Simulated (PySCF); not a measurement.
Problem. Write a Z-matrix for InChI=1S/C2H9GeNSi/c1-2-4(3)5/h2H,1H2,3,5H3 as optimised with PBE0-D3(BJ)/def2-SVP.

Solution. 
Z-matrix in Å and degrees, rows numbered from 1:
```
C 
C   1  1.3415
N   2  1.3934  1  127.70
Si  3  1.7550  2  117.77  1  -179.53
Ge  3  1.8623  2  118.55  1     0.31
H   1  1.0936  2  123.16  3     0.07
H   1  1.0903  2  119.74  3  -179.91
H   2  1.0994  1  117.90  3   179.91
H   4  1.4962  3  111.00  2   -59.39
H   4  1.4963  3  111.18  2    60.21
H   4  1.4899  3  107.71  2  -179.63
H   5  1.5341  3  106.04  2  -179.93
H   5  1.5390  3  109.06  2    60.09
H   5  1.5391  3  109.18  2   -59.96
```

Si4 (SiH3 silicon) is tetrahedral (angles from 107.5° to 111.2°). N3 (silicon-bound nitrogen) is planar (angles 123.7°, 118.5° and 117.8°, sum 360.0°, 0.00 Å off the plane of its three neighbours). The 5 heavy atoms lie in one plane (0.002 Å rms). Ge5 (germanium bonded to N and 3 H) is tetrahedral (angles from 106.0° to 111.3°).

Method used: PBE0-D3(BJ)/def2-SVP geometry optimisation, gas phase in PySCF 2.14.0.

Point group: Cs (tolerance 0.08 Å). No frequency check. The numbers are those of one conformer (C1–C2–N3–Si4 180°).

Time: 64 s; peak memory 0.54 GiB. Hardware: one thread of an Arm Neoverse V2, shared host with 96 logical CPUs at a one-minute load of 67. These figures are those of the optimisation.
